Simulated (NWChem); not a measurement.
Molecule: C3H4F2; SMILES C=CC(F)F

```xyz
9

C     -0.0036     1.9054     0.2409
C      0.6546     0.8234    -0.1992
C      0.0100    -0.5193    -0.3953
F      0.7116    -1.4746     0.2995
F     -1.2806    -0.5262     0.0546
H     -1.0751     1.8497     0.4876
H      0.5054     2.8726     0.3692
H      1.7271     0.8597    -0.4547
H     -0.0017    -0.8314    -1.4680
```
Atoms are numbered in this order, from 1.

Program: NWChem. Coordinates come from a PBE-D3(BJ)/def2-SVP optimisation. Ions are spin-unrestricted doublets at the neutral geometry; other ion states weren't tried.

| level | vertical ionisation energy, ΔSCF (eV) | −ε(HOMO) (eV) | ΔSCF minus −ε(HOMO) (eV) |
|---|---|---|---|
| B3LYP/def2-SVP | 10.74 | 7.97 | 2.77 |
| PBE/def2-SVP | 10.59 | 7.01 | 3.58 |
| LDA (Slater exchange, VWN5)/def2-SVP | 10.82 | 7.19 | 3.63 |
| M06-2X/def2-SVP | 10.80 | 9.50 | 1.30 |
| r2SCAN/def2-SVP | (withheld) | (withheld) | (withheld) |

**Question.** Complete the blanks.

**Answer.** 
- r2SCAN/def2-SVP, vertical ionisation energy, ΔSCF (eV): 10.65
- r2SCAN/def2-SVP, −ε(HOMO) (eV): 7.31
- r2SCAN/def2-SVP, ΔSCF minus −ε(HOMO) (eV): 3.34
